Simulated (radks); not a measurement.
Valence configurations of Re II (all share [Xe]). Calculated with a radial shooting solver on a logarithmic mesh with Libxc functionals: Dirac Kohn-Sham, LDA (Slater exchange, Perdew-Wang correlation), spin-unpolarised, spherical densities, finite nucleus; open shells fill j = l - 1/2 first; Fermi nuclear charge, rms radius 5.3698 fm. Energies are relative to 4f14 5d5 6s1; eigenvalues in eV.

valence,E (eV),e(4f5/2),e(4f7/2),e(5d3/2),e(5d5/2),e(6p1/2)
4f14 5d5 6s1,0.000,-51.225,-48.710,-13.528,-12.605,-
4f14 5d4 6s2,0.147,-54.034,-51.518,-15.410,-,-
4f14 5d5 6s0.5 6p0.5,2.571,-51.842,-49.326,-14.066,-13.134,-8.109
4f14 5d5 6p1,5.168,-52.446,-49.930,-14.591,-13.650,-8.424
4f13.5 5d5 6s0.5 6p1,24.703,-58.738,-56.173,-16.258,-15.218,-8.812
4f13 5d6 6s1,40.310,-61.068,-58.456,-14.912,-13.861,-
4f13 5d5 6s1 6p1,47.111,-65.300,-62.687,-18.036,-16.896,-9.212
4f13 5d4 6s1 6p2,55.733,-69.709,-67.093,-21.205,-,-10.397
4f12 5d7 6s1,89.340,-71.346,-68.635,-16.277,-15.097,-
4f10 5d9 6s1,215.27,-93.103,-90.190,-18.975,-17.536,-

NIST lists [Xe] 4f14 5d5 6s1 as the ground configuration; this level of theory agrees among the configurations tried. The energies are those of spherical spin-averaged densities, not of single terms.
